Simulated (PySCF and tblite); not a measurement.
The numbers below are computed, except where a source is named.
Molecule: C₆H₁₃N, numbered as in [CH3:1][N:2]1[CH2:3][C:4]([CH3:5])([CH3:6])[CH2:7]1; H named by carrier, a and b as here (out-of-plane angle -26°, Å):

```
C1       2.609   -0.384    0.362
N2       1.321    0.087   -0.060
C3       0.329    0.681    0.813
C4      -0.773    0.118   -0.113
C5      -1.859   -0.695    0.572
C6      -1.375    1.173   -1.028
C7       0.349   -0.700   -0.790
H1a      3.407    0.191   -0.120
H1b      2.723   -0.287    1.446
H1c      2.741   -1.439    0.100
H3a      0.304    0.264    1.831
H3b      0.402    1.770    0.877
H5a     -2.475   -1.198   -0.171
H5b     -1.428   -1.448    1.229
H5c     -2.497   -0.044    1.167
H6a     -0.586    1.745   -1.509
H6b     -1.985    0.703   -1.797
H6c     -2.002    1.855   -0.458
H7a      0.437   -0.601   -1.876
H7b      0.334   -1.769   -0.530
```

The mean out-of-plane torsion at N2 (0° is planar) is held and the rest relaxed at GFN2-xTB. Energies: PBE0/pcSseg-1 + D3(BJ). Couplings: B3LYP/6-31G* with H pcJ-1 N pcJ-1, gas phase, for ¹H, ¹⁵N. (tblite 0.8, PySCF 2.14.)

One held structure gave ²J(N2,H7a) = -0.4, ²J(N2,H3b) = -0.4, ²J(N2,H3a) = -0.6, ²J(N2,H7b) = -0.6, ²J(H3a,H3b) = -4.3, ²J(H7a,H7b) = -4.4, ⁴J(H3b,H7a) = -1.3, ⁴J(H3a,H7b) = -1.4 Hz.

Q: At which out-of-plane angle was it held?
A. 43°
B. -42°
C. 0°
D. 27°
E. -26°

A: C. It lies 5.88 kcal/mol above the lowest point.
